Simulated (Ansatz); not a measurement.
Isolated molecules relaxed with PBE0-D4/def2-TZVP in Ansatz; ΔE leaves out vibrations. CCSD(T)/CBS is the MP2 limit (def2-TZVPP, def2-QZVPP) plus CCSD(T) − MP2 in def2-TZVPP, frozen cores. This one scheme is used for every species, atoms too. Functionals use def2-TZVPP. No spin–orbit coupling; open shells (•) take unrestricted orbitals. Spin–orbit coupling would lower the free atoms: a little for C; strongly for Sn. Elements past krypton have def2 core potentials. Bonds to Sn are less sure, by a few kJ/mol each and by 10 to 20 or more in all where they break to atoms, as the def2 sets lack core-valence functions.

Reaction (atomization): `[SnH3][CH2][SnH3]` → C• + 8 H• + 2 Sn•

CCSD(T)/CBS gives +713.1 kcal/mol.

(1) Another level gave +689.0 kcal/mol. Which?
A. LC-ωPBE/def2-TZVPP
B. SCS-MP2/def2-TZVPP
C. r2SCANh/def2-TZVPP
D. CAM-B3LYP-D4/def2-TZVPP

Largest T1 diagnostic among the species: 0.013.

## Answers

(1) B. SCS-MP2/def2-TZVPP 689.0, LC-ωPBE 697.1, CAM-B3LYP-D4 707.1, r2SCANh 698.3 kcal/mol.

From PBE to PBE0 (25 % exact exchange), in def2-TZVPP and without D4, ΔE moves by −1.0 kcal/mol: exact exchange takes away binding that semilocal exchange gives to molecules. In def2-TZVPP, CCSD(T) changes the Hartree–Fock value by +185.6 kcal/mol (the triples alone add +8.2 kcal/mol) and MP2 by +168.2 kcal/mol; breaking electron pairs costs correlation energy, which Hartree–Fock lacks. At CCSD(T), def2-SVP lies −50.4 kcal/mol from the extrapolated value and def2-TZVPP −15.0 kcal/mol: correlation converges slowly with the basis, and small sets miss more of it in the bonded molecule than in its fragments.

For atomizations the MP2-based limit and the directly extrapolated one differ by several kJ/mol either way, and by 10 to 25 for some Ge, Se and Sn compounds, so smaller differences from it don't rank the levels.
